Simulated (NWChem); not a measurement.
# BNH$_{3}$, doublet; SMILES N[BH]

```xyz
5

B     -0.1541    -0.8480     0.0000
N     -0.0117     0.5286     0.0000
H      0.7607    -1.6492     0.0000
H      0.8946     1.0128     0.0000
H     -0.8031     1.1758     0.0000
```
Atoms are numbered in this order, from 1.

In the optimisation the excess spin sits in a' (Cs, its own frame). Structure relaxed at the PBE-D3(BJ)/def2-SVP, spin-unrestricted level. No stability test was run on the SCF state.

Symmetry labels are those of Cs in the frame above (b1 and b2, or b-type labels, depend on it).

Question: List the 4 lowest vertical excitations from PBE/def2-SVP, spin-unrestricted, TDA (NWChem).

Answer: 
```csv
state,energy (eV),oscillator strength,symmetry of the excitation,<S²>
state 1,3.25,0.014,a",0.75
state 2,4.67,0.010,a',0.76
state 3,5.66,0.008,a",0.77
state 4,5.98,0.000,a',2.64
```
